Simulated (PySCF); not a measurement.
**Bonding in `N#CC1=CC(=O)[C@H](F)C1=O`**

C6H2FNO2.
Atom-mapped SMILES: `[N:1]#[C:2][C:3]1=[CH:4][C:5](=[O:6])[C@H:7]([F:8])[C:9]1=[O:10]` (hydrogens: H11 on C4; H12 on C7)

Cartesian coordinates in Å at the GFN2-xTB level; atoms count from 1:
```xyz
12
C6H2FNO2 angstrom
N      3.4823   -0.0505   -0.6522
C      2.3625    0.0211   -0.4232
C      0.9837    0.0963   -0.1461
C      0.2349    1.2135   -0.0752
C     -1.1754    0.8976    0.2346
O     -2.0415    1.6562    0.5573
C     -1.2961   -0.6290    0.0766
F     -2.0879   -1.2071    1.0220
C      0.1557   -1.1261    0.1287
O      0.5351   -2.2305    0.3669
H      0.5796    2.2254   -0.2096
H     -1.7318   -0.8675   -0.9057
```

Bond orders from the PBE0/pcSseg-1 density (PySCF). The structure is a single GFN2-xTB conformer in the gas phase; no vibrational or solvent corrections.

Q: How far do the computed orders between heavy atoms stray from the drawn ones?

A: The largest departure is 0.398, at C3–C4 (drawn double, 1.602). Drawn double or triple, more than 0.30 short of the drawn order: C3–C4 (1.602).

Q: Set the Mayer orders of the bonds beside their lengths.

A: 
| bond | drawn as | length (Å) | Mayer order |
| --- | --- | --- | --- |
| N1–C2 | triple | 1.145 | 2.999 |
| C2–C3 | single | 1.408 | 1.041 |
| C3–C4 | double | 1.347 | 1.602 |
| C4–C5 | single | 1.478 | 0.962 |
| C5–O6 | double | 1.196 | 2.028 |
| C5–C7 | single | 1.539 | 0.940 |
| C7–F8 | single | 1.362 | 0.923 |
| C7–C9 | single | 1.535 | 0.919 |
| C9–O10 | double | 1.192 | 2.112 |
| C9–C3 | single | 1.502 | 0.882 |
| C4–H11 | single | 1.077 | 0.980 |
| C7–H12 | single | 1.101 | 0.902 |

Bonds between the same two heavy elements. C–C: lowest C9–C3 (0.882, 1.502 Å), highest C3–C4 (1.602, 1.347 Å); in 3 of the 15 pairs the longer bond (by over 0.003 Å) has the higher order (by 0.02 or more). C–O: lowest C5–O6 (2.028, 1.196 Å), highest C9–O10 (2.112, 1.192 Å).

Q: Sum the orders of all bonds at each heavy atom with more than one neighbour and set the sums beside the valence in the SMILES.

A: C2 4.040 (drawn 4), C3 3.525 (drawn 4), C4 3.544 (drawn 4), C5 3.930 (drawn 4), C7 3.684 (drawn 4), C9 3.913 (drawn 4). Orders between atoms that aren't bonded are not in these sums.

The Mayer order sums products of elements of PS (density times overlap matrix) between the two atoms' basis functions, so it depends on the basis set.

The run behind these numbers computed NMR shieldings as well. Time: 22 s; peak memory 0.80 GiB. Hardware: one thread, Intel Xeon 6975P-C (x86_64), shared host.
